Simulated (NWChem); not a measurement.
Molecule: SiH₄S₂; SMILES [SiH2](S)S

```xyz
7

Si     0.0000     0.0000    -0.7870
S      1.7986     0.0268     0.3803
S     -1.7986    -0.0268     0.3803
H      0.1187     1.2203    -1.6329
H     -0.1187    -1.2203    -1.6329
H      1.5118    -1.1079     1.0565
H     -1.5118     1.1079     1.0565
```
Atoms are numbered in this order, from 1.

All runs: NWChem. The geometry was optimised at PBE0/def2-SVP. Ions are spin-unrestricted doublets at the neutral geometry; other ion states weren't tried.

For level PBE/def2-SVP:

* **vertical ionisation energy, ΔSCF (eV)**: 9.13
* **−ε(HOMO) (eV)**: 6.10

Task: Estimate the same quantities for level B3LYP/def2-SVP.

Result: 
- vertical ionisation energy, ΔSCF (eV): 9.38
- −ε(HOMO) (eV): 7.05
